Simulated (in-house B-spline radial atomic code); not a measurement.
Rh2+ is squeezed into an impenetrable sphere of radius R (the orbitals vanish at R). No spin polarisation. Computed with a radial B-spline atomic code at the basis-set limit: non-relativistic LDA VWN5, spherical fractional occupations, point nucleus.

Energies in eV above the free ion in [Kr] 4d7:

```tsv
R (bohr)	highest level (eV)	[Kr] 4d7	[Ar] 3d10 4s2 4p5 4d7 4f1	[Ar] 3d10 4s2 4p5 4d8	-dE/dV in [Kr] 4d7 (GPa)
9.96	-26.3	0	69.88	43.81	1.59e-06
6.25	-26.3	0.006769	71.93	43.82	0.0355
4.73	-26.1	0.2337	75.69	44.04	2.05
4.28	-25.7	0.6472	77.94	44.45	6.85
3.71	-24.6	2.329	82.83	46.17	32.7
2.98	-20.2	12.39	99.44	56.73	283
2.78	-17.6	19.99	109.7	64.74	541
2.02	9.84	146.9	252.8	196.7	8850
1.92	18.1	196.2	305.2	247.4	13400
1.37	130	1108	1231	1172	173000
```

Task: Does [Ar] 3d10 4s2 4p5 4d7 4f1 fall below [Kr] 4d7 under compression?

Result: No, it stays above over the whole range.

Task: Does [Ar] 3d10 4s2 4p5 4d8 fall below [Kr] 4d7 under compression?

Result: No, it stays above over the whole range.

The highest level is first positive in the row R = 2.02 bohr, pushed up by confinement above the zero of the free ion's potential. Each configuration is held fixed and needn't be the lowest in the sphere.
